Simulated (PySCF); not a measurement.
Job file and geometry (Å, from GFN2-xTB) of an NMR shielding run on `B(C(=C)C)OBC`, C4H10B2O, PySCF, GIAO PBE0/pcSseg-1 NMR shielding, non-relativistic, gas phase; density fitting, a coarse starting grid and PySCF grid level 2 are the driver's defaults:

```
$ OMP_NUM_THREADS=1 python probes_run.py task.json out

{"job": {"kind": "nmr", "xc": "PBE0", "basis": "pcSseg-1"}, "charge": 0, "multiplicity": 1}
C     -2.769539     0.297543     0.631551
C     -1.496693     0.034527     0.343881
C     -0.981644    -1.378240     0.389773
B     -0.479909     1.176444    -0.054743
O      0.771843     0.891573    -0.277010
B      1.992791     0.521656    -0.519676
C      2.445119     0.085367    -1.986884
H     -3.474046    -0.473801     0.906780
H     -3.157651     1.301879     0.603863
H     -0.582312    -1.660331    -0.584049
H     -1.764127    -2.081828     0.667342
H     -0.166627    -1.454411     1.109015
H     -0.841449     2.296798    -0.151122
H      2.777111     0.521148     0.366346
H      3.207771     0.761367    -2.368144
H      1.621875     0.079435    -2.696632
H      2.890489    -0.907094    -1.978389
```

Q: Write the output of this run.

A: 
```
coarse grid: 13808 points
cycle   1  E = -282.9033025327  dE =  7.202e-01  |g| = 6.781e-01  |ddm| = 3.452e+00
cycle   2  E = -282.8076418677  dE =  9.566e-02  |g| = 9.921e-01  |ddm| = 1.072e+00
cycle   3  E = -282.9957072418  dE = -1.881e-01  |g| = 1.437e-01  |ddm| = 6.757e-01
cycle   4  E = -282.9999110631  dE = -4.204e-03  |g| = 3.224e-02  |ddm| = 1.144e-01
cycle   5  E = -283.0001440516  dE = -2.330e-04  |g| = 1.169e-02  |ddm| = 3.211e-02
cycle   6  E = -283.0001766087  dE = -3.256e-05  |g| = 4.641e-03  |ddm| = 1.306e-02
cycle   7  E = -283.0001820012  dE = -5.392e-06  |g| = 6.206e-04  |ddm| = 3.927e-03
final grid: 132176 points
cycle   8  E = -283.0512034444  dE = -5.252e-05  |g| = 1.167e-02  |ddm| = 3.035e-02
cycle   9  E = -283.0511763533  dE =  2.709e-05  |g| = 1.704e-02  |ddm| = 1.779e-02
cycle  10  E = -283.0512330294  dE = -5.668e-05  |g| = 1.786e-03  |ddm| = 1.006e-02
cycle  11  E = -283.0512337263  dE = -6.969e-07  |g| = 2.742e-04  |ddm| = 1.474e-03
cycle  12  E = -283.0512337384  dE = -1.211e-08  |g| = 1.067e-04  |ddm| = 2.425e-04
cycle  13  E = -283.0512337405  dE = -2.143e-09  |g| = 5.397e-05  |ddm| = 1.056e-04
cycle  14  E = -283.0512337413  dE = -7.541e-10  |g| = 8.225e-06  |ddm| = 5.086e-05
converged SCF energy = -283.0512337413

GIAO shielding tensors (ppm)
atom      isotropic    diamagn.    paramagn.     s11        s22        s33       span
  0 C       41.780     252.081    -210.302    -77.846     55.075    148.110    225.955
  1 C       31.332     262.953    -231.620    -83.383      0.240    177.140    260.523
  2 C      162.786     249.056     -86.270    151.623    153.422    183.314     31.691
  3 B       64.777     196.795    -132.018     34.416     60.282     99.634     65.218
  4 O       27.855     390.741    -362.886    -90.905     85.543     88.927    179.832
  5 B       57.310     194.798    -137.488      3.638     61.119    107.172    103.533
  6 C      175.621     253.902     -78.281    158.993    173.409    194.461     35.468
  7 H       25.225      30.485      -5.260     21.599     25.135     28.941      7.342
  8 H       25.532      30.744      -5.213     22.112     25.225     29.258      7.146
  9 H       29.813      32.443      -2.630     25.640     29.316     34.484      8.844
 10 H       29.943      31.307      -1.365     26.266     28.890     34.672      8.406
 11 H       29.741      32.103      -2.362     25.863     28.997     34.364      8.500
 12 H       26.385      31.201      -4.816     24.602     26.547     28.007      3.405
 13 H       26.007      30.779      -4.772     24.302     25.372     28.346      4.044
 14 H       30.964      27.967       2.997     27.736     28.337     36.820      9.085
 15 H       31.439      32.616      -1.178     28.001     30.220     36.094      8.093
 16 H       30.929      30.318       0.611     27.906     28.668     36.213      8.308
```

Size and cost of the density-fitted run: 169 basis functions, 53 s wall time on 1 thread of an Arm Neoverse N1, shared host; peak memory 0.75 GiB.
